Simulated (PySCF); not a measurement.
AlClH5NO2Si, SMILES [SiH2]([NH][Al]([OH])[OH])Cl. Atoms are numbered in the order given.

```xyz
11

Si     1.4715     0.4693    -0.3855
Cl     2.4031    -0.4801     1.2170
N      0.0369    -0.3232    -0.8884
Al    -1.6411    -0.0057    -0.3506
O     -2.8365    -1.0486    -0.9412
O     -2.0312     1.2752     0.6860
H      1.0994     1.8303     0.0941
H      2.4857     0.5294    -1.4722
H      0.1735    -1.1507    -1.4660
H     -3.7668    -0.9942    -0.7199
H     -1.4279     1.9003     1.0884
```
Charge 0, spin multiplicity 1.

Geometry: PBE0-D3(BJ)/def2-SVP. The structure was generated by enumeration; whether it is a known compound was not checked. The values are those of a single conformer.

Two levels are set side by side: PBE/pcSseg-1 (PySCF) and KT2/pcSseg-1 (PySCF). GIAO shifts against H2O (¹⁷O), HCl (³⁵Cl), NH3 (¹⁵N), TMS (²⁹Si), TMS (¹H) at the same level; non-relativistic, no solvent, atoms listed together averaged. Without spin–orbit terms, shifts of atoms bonded to Cl or Br come out too high at both levels. Differences are taken from unrounded values.

| quantity | KT2 |
|---|---|
| δ(²⁹Si) of Si1 (ppm) | -18.0 |
| δ(³⁵Cl) of Cl2 (ppm) | 96.3 |
| δ(¹⁵N) of N3 (ppm) | 42.7 |
| δ(¹H) of H9 (ppm) | 1.40 |

Question: What does PBE give, and how far is it from KT2? (An estimate is asked for; the answer gives what the named calculation found.)

Answer: 
| quantity | PBE | PBE minus KT2 |
|---|---|---|
| δ(²⁹Si) of Si1 (ppm) | -18.8 | -0.9 |
| δ(³⁵Cl) of Cl2 (ppm) | 92.5 | -3.8 |
| δ(¹⁵N) of N3 (ppm) | 45.5 | 2.7 |
| δ(¹H) of H9 (ppm) | 1.35 | -0.05 |

Rough cost on one machine, each run with all the roots and properties that it gave: KT2 against PBE within a factor of 2.
